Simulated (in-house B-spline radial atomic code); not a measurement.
# Binding energies in Ti²⁺

NIST's tabulated ground configuration is [Ar] 3d2; each binding energy is the energy of the ion with one electron taken from that subshell, relaxed, less that of the parent. Computed with a radial B-spline atomic code at the basis-set limit: Dirac-Kohn-Sham PBE, spherical fractional occupations, Fermi nucleus of rms radius 3.5921 fm. Energies include first-order Breit, QED and recoil terms.

| subshell | X-ray name | binding energy (eV) | -ε (eV) | relaxation (eV) |
| --- | --- | --- | --- | --- |
| 1s | K | 5009.6 | 4884.3 | -131.0 |
| 2s | L1 | 575.5 | 552.7 | -23.2 |
| 2p1/2 | L2 | 490.5 | 463.9 | -27.0 |
| 2p3/2 | L3 | 484.6 | 458.1 | -26.7 |
| 3s | M1 | 87.39 | 78.54 | -8.90 |
| 3p1/2 | M2 | 63.7 | 55.20 | -8.54 |
| 3p3/2 | M3 | 63.02 | 54.54 | -8.50 |
| 3d | M4,5 | 26.96 | 19.68 | -7.27 |

Relaxation = -ε minus the binding energy without Breit, QED and recoil terms. With a density functional, K lines can miss by some tenths of a per cent, more in light atoms. For a density functional the relaxation so defined is negative, because -ε of a Kohn-Sham level is smaller than the binding energy.

Emission lines follow as differences of binding energies, with λ = 12398.42 eV·Å / E:

```
 line       holes  energy (eV)  wavelength (Å)
 K-L3  1s → 2p3/2       4525.0            2.74
 K-L2  1s → 2p1/2       4519.1          2.7436
 K-M3  1s → 3p3/2       4946.6          2.5065
L1-M3  2s → 3p3/2        512.5          24.193
L3-M1  2p3/2 → 3s        397.2          31.214
```

Question: What screening constant σ does Moseley's law, E = (3/4)·13.6057 eV·(Z - σ)², need for K-L3?

Answer: σ = 0.94.

Question: What does it cost to remove two 2s electrons?

Answer: 1199.5 eV, which is 48.55 eV more than the two single binding energies together.

Question: What does it cost to remove both a 1s and a 3p1/2 electron?

Answer: 5097.3 eV, which is 23.97 eV more than the two single binding energies together.

Question: What does it cost to remove both a 3p3/2 and a 3p1/2 electron?

Answer: 144.94 eV, which is 18.22 eV more than the two single binding energies together.
